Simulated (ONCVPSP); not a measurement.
## Tl, ONCV: configuration errors across variants

thallium, optimised norm-conserving Vanderbilt (ONCV), made with ONCVPSP 4.0.1 (PBE, scalar-relativistic). Core [Kr] 4d10 4f14, reference 5s2 5p6 5d10 6s2 6p1. Waves: 5s+6s: rc 1.20 bohr, ncon 3, nbas 6, qcut 7.7 1/bohr, 2 projectors; 5p+6p: rc 1.65 bohr, ncon 4, nbas 8, qcut 7.9 1/bohr, 2 projectors; 5d: rc 2.10 bohr, ncon 4, nbas 8, qcut 6.5 1/bohr, 1 projector. Local part: polynomial inside 1.00 bohr (lpopt 5, dvloc0 3 Ha). Core correction: Teter function, fcfact 3.25, rcfact 1.75.

All-electron excitation energies from the reference (eV): (1) 5s2 5p6 5d10 6s2 6p0 5.167; (2) 5s2 5p6 5d10 6s1 6p0 25.947; (3) 5s2 5p6 5d10 6s1 6p2 7.403.

1 further variants failed, have other tests or too few solved ones, and are left out.

Errors AE − PS in meV (a dash: test not solved or not reliable):

```tsv
change	(1)	(2)	(3)	bound ghosts	GHOST(+) flags above zero
base	-2.6	-17	-3.8	none	s
p: nbas 7	-2.6	-17	-3.8	none	s
local potential polynomial inside 1.15 bohr (lpopt 5, dvloc0 0 Ha)	-2.6	-17	-3.8	none	s
core correction Teter function, fcfact 3.25, rcfact 2.08	-4.5	-48	-8.8	none	s
all radii but the core radius scaled by about 1.13 (s 1.36, p 1.86, d 2.38 bohr); local potential polynomial inside 1.14 bohr (lpopt 5, dvloc0 3 Ha)	-2.8	-22	-5.1	none	s
s: qcut 7.2; p: qcut 7.4; d: qcut 6.1	-2.6	-18	-4.2	none	s
core correction Teter function, fcfact 7.7, rcfact 1.75	-2.9	-23	-5.6	none	s
```

Task: Give the same row for: s: rc 1.34.

Result: -2.6, -18, -4.4; bound ghosts: none; GHOST(+) flags above zero: s.
